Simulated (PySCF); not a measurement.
H2Cl3FSi2, SMILES [Si](Cl)(Cl)([SiH2]F)Cl (CAM-B3LYP/def2-SVP optimised geometry):

```
8

F     -1.032    -1.440     3.182
Si    -1.545    -2.158     1.821
Si    -0.696    -0.972     0.000
Cl     1.357    -0.972     0.000
Cl    -1.357     0.972     0.000
Cl    -1.360    -1.899    -1.714
H     -1.037    -3.551     1.790
H     -3.028    -2.126     1.791
```

Method: PySCF with CAM-B3LYP/def2-TZVP.

Task: What are the frontier orbital energies and the dipole moment?

Result: HOMO-2 -11.09 eV, HOMO-1 -10.76 eV, HOMO -9.98 eV, LUMO -0.25 eV, LUMO+1 0.49 eV; dipole moment 1.44 D.

On the same geometry PBE/def2-TZVP (PySCF) gives HOMO-2 -8.29 eV, HOMO-1 -7.98 eV, HOMO -7.42 eV, LUMO -2.19 eV, LUMO+1 -1.51 eV; dipole moment 1.27 D.

Meta-Löwdin charges at CAM-B3LYP/def2-TZVP: F1 -0.50, Si2 0.74, Si3 0.77, Cl4 -0.27, Cl5 -0.27, Cl6 -0.28, H7 -0.09, H8 -0.09.
